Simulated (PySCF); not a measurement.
# Two-component Hartree-Fock for Rh¹⁷⁺ (rhodium, charge +17)

Start: [Ar] 3d10. Calculated with PySCF 2.14 in an uncontracted even-tempered set (17 s from 1.7 bohr⁻², ratio 2.8; 13 p from 2.2 bohr⁻², ratio 2.8; 8 d from 2.2 bohr⁻², ratio 2.8; 4 f from 11 bohr⁻², ratio 3): generalised Hartree-Fock with the X2C-1e Hamiltonian and a Gaussian nucleus; one run each with spin-orbit coupling (SO) switched off, then screened by Boettger's factors.

```csv
spinor shell,electrons,"ε, spin-free (eV)","ε, screened SO (eV)",weight of nominal j (screened SO),"rms radius, screened SO (bohr)"
1s1/2,2,-23784.1,-23782.8,1.000,0.0374
2s1/2,2,-3895.7,-3895.3,1.000,0.153
2p1/2,2,-3530.9,-3631.2,1.000,0.133
2p3/2,4,-3530.9,-3484.4,1.000,0.138
3s1/2,2,-1062.4,-1062.3,1.000,0.413
3p1/2,2,-939.36,-957.73,1.000,0.406
3p3/2,4,-939.36,-930.83,1.000,0.416
3d3/2,4,-745.16,-748.28,1.000,0.390
3d5/2,6,-745.16,-743.01,1.000,0.393
```

| quantity | spin-free | screened SO |
| --- | --- | --- |
| E (hartree) | -4670.73465 | -4671.46660 |
| M_J | 0 | 0 |
| ⟨J²⟩ | 0.000 | 0.000 |
| ⟨L²⟩ | 0.000 | 0.007 |
| ⟨S²⟩ | 0.000 | 0.007 |

Breit and QED terms are absent; they matter most for the inner s and p1/2 levels.

Densities and radii are taken from the X2C orbitals without a picture-change correction, which distorts them close to the nucleus.

Without spin-orbit coupling the j labels of p, d and f shells carry no meaning; the spin-free column gives the mean over the occupied spinors of each nl shell.
